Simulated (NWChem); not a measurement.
FeCl3, sextet; SMILES [Cl][Fe]([Cl])[Cl]

```xyz
4

Fe     0.0000     0.0000     0.0000
Cl     1.9861     0.8054     0.0000
Cl    -0.2956    -2.1226     0.0000
Cl    -1.6905     1.3173     0.0000
```
Atoms are numbered in this order, from 1.

Results from NWChem. Spin-unrestricted. Structure relaxed at the B3LYP/6-31G* (spherical d), spin-unrestricted level. No stability test was run on the SCF state. Total energies compare along this basis series because the functional is fixed.

| level | basis functions | energy (Ha) | highest occupied level (eV) | lowest empty minus highest occupied level, either spin (eV) | <S²> |
|---|---|---|---|---|---|
| PBE/def2-SVP | 85 | -2643.0528 | -7.03 | 0.85 | 8.75 |
| PBE/def2-SVPD | 115 | -2643.0877 | -7.51 | 0.89 | 8.76 |
| PBE/def2-TZVP | 156 | -2643.7165 | -7.28 | 0.87 | 8.76 |
| PBE/def2-TZVPP | 190 | -2643.7210 | -7.29 | 0.89 | 8.76 |
